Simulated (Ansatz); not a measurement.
The cluster Cu₆P⁻. Total charge -1; singlet. Geometry PBE0-D4/def2-SVPD; atoms count from 1.

```xyz
7

P    -0.3491    2.0173   -1.0280
Cu   -1.5867    0.2041   -0.6774
Cu    0.8009   -0.0601   -0.9229
Cu   -0.8972   -2.1252   -0.8934
Cu    1.9469   -0.4315    1.4634
Cu   -0.3131   -0.9906    1.0901
Cu    0.3983    1.3859    0.9682
```

The restricted singlet is unstable towards broken spin symmetry in Hartree–Fock (as tested in another run); at PBE0-D4/def2-TZVPD this wasn't settled. Another isomer (singlet) lies 0.09 eV lower at PBE0-D4/def2-TZVPD; other spin states weren't run for this one.

Q: Estimate the Mulliken populations from the PBE0/def2-TZVPD orbitals of Ansatz.

A: 
```
atom  charge (e)  d electrons
  P1       -0.27            –
 Cu2       -0.12         9.79
 Cu3        0.00         9.82
 Cu4       -0.22         9.89
 Cu5       -0.22         9.89
 Cu6       -0.05         9.85
 Cu7       -0.12         9.79
```
Mulliken values depend strongly on the basis. With diffuse functions, as here, like atoms can get unlike values, and bond orders can come out too low or too high.

Q: And the Mayer bond orders between heavy atoms (over 0.3)?

A: P1–Cu2 0.93 (2.22 Å); P1–Cu3 0.76 (2.38 Å); P1–Cu7 0.93 (2.22 Å); Cu2–Cu4 0.44 (2.44 Å); Cu2–Cu6 0.33 (2.48 Å); Cu4–Cu6 0.55 (2.36 Å); Cu5–Cu6 0.56 (2.36 Å); Cu5–Cu7 0.44 (2.44 Å); Cu6–Cu7 0.33 (2.48 Å).
